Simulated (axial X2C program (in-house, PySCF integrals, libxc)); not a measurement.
# Spin–orbit effects down a group: molecules with O (ions), HF

All values come from calculations with an axial X2C code built on PySCF integrals, spin-free (one-electron X2C) or two-component (2c: spin–orbit coupling with atomic mean-field Coulomb and Gaunt terms, which also bring small scalar terms), in Dyall basis sets with cores contracted in-house; open shells are unrestricted.

Basis sets: As dyall-acv3z, N dyall-av3z, O dyall-av3z, P dyall-av3z.

```
molecule  spin-free state  Re (Å)  ωe (cm⁻¹)  De (eV)  2c state  Re 2c (Å)  ωe 2c (cm⁻¹)  De 2c (eV)
     NO⁻   M_S = 1, Λ = 0   1.240     1561.6     2.52     Ω = 1      1.240        1561.4        2.52
     PO⁻   M_S = 1, Λ = 0   1.514     1163.4      n/a     Ω = 1      1.514        1163.4         n/a
    AsO⁻   M_S = 1, Λ = 0   1.645      949.6      n/a     Ω = 1      1.646         949.1         n/a
```

(1) Work out the shifts from the spin-free to the two-component result.

Fragments in 2c: O- + N, P- + O, As- + O. Each entry is the lowest single determinant of a limited PBE0 search at one distance. De goes to single-determinant-based atoms at the same level (for ions the charge split of lowest energy) and is withheld (n/a) where an atom does not fit its ground term or J level. Main or longest-lived isotopes. One determinant is a doubtful description, or other states lie close, for NO⁻, PO⁻, AsO⁻; these need not be ground states, and all values refer to the states named. Some open-shell Ω = 0 determinants are out of reach, so the Ω given for NO⁻, PO⁻, AsO⁻ need not be the lowest component. With several unpaired electrons the Ω given is that of one determinant, not necessarily of the lowest component.

Results:

(1) 

| molecule | 2c state | ΔRe (Å) | Δωe (cm⁻¹) | ΔDe (eV) |
| --- | --- | --- | --- | --- |
| NO⁻ | Ω = 1 | 0.000 | -0.2 | 0.00 |
| PO⁻ | Ω = 1 | 0.000 | 0.0 | n/a |
| AsO⁻ | Ω = 1 | 0.001 | -0.5 | n/a |

Shifts of one unit in the last digit are rounding.
